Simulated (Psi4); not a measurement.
H₄Si, charge +1, doublet, geometry from GFN2-xTB (a state made from the parent by changing its charge; the spin is typed, not shown lowest); Psi4 with CCSD(T)/cc-pVDZ.

Here is a job for Psi4.
```
memory 2 GB

molecule mol {
1 2
Si    0.000000   -0.000000   -0.000000
H     0.028744    1.072285    1.066288
H    -0.027528   -1.065933    1.072670
H     0.027528    1.065933   -1.072670
H    -0.028744   -1.072285   -1.066288
}

set {
  basis cc-pvdz
  reference uhf
  cc_type df
  mp2_type df
  scf_type df
}

energy('ccsd(t)')
print_variables()
```

**Question.** Predict the main parts of the log of this Psi4 run.

**Answer.** 
```
Traceback (most recent call last):
  File "psi4", line 375, in <module>
  File "<string>", line 29, in <module>
  File "site-packages/psi4/driver/driver.py", line 461, in energy
  File "site-packages/psi4/driver/task_planner.py", line 255, in task_planner
  File "site-packages/psi4/driver/driver_util.py", line 222, in negotiate_derivative_type
  File "site-packages/psi4/driver/driver_util.py", line 344, in highest_analytic_derivative_available

psi4.driver.p4util.exceptions.MissingMethodError: Method=ccsd(t) is not available for any derivative level under conditions CC_TYPE=DF, REFERENCE=UHF, FREEZE_CORE=FALSE, QC_MODULE=(auto). See https://psicode.org/psi4manual/master/introduction.html#ss-ccsd-prt-pr. Or did you mean? ccsd(at) a-ccsd(t) ccsd(t)_l bccd(t) qcisd(t)

Printing out the relevant lines from the Psithon --> Python processed input file:
    core.set_global_option("BASIS", "cc-pvdz")
    core.set_global_option("REFERENCE", "uhf")
    core.set_global_option("CC_TYPE", "df")
    core.set_global_option("MP2_TYPE", "df")
    core.set_global_option("SCF_TYPE", "df")
--> energy('ccsd(t)')
    print_variables()

!----------------------------------------------------------------------------------!
!                                                                                  !
!  Method=ccsd(t) is not available for any derivative level under conditions       !
!     CC_TYPE=DF, REFERENCE=UHF, FREEZE_CORE=FALSE, QC_MODULE=(auto). See          !
!     https://psicode.org/psi4manual/master/introduction.html#ss-ccsd-prt-pr. Or   !
!     did you mean? ccsd(at) a-ccsd(t) ccsd(t)_l bccd(t) qcisd(t)                  !
!                                                                                  !
!----------------------------------------------------------------------------------!
```

The input was rejected before any calculation.
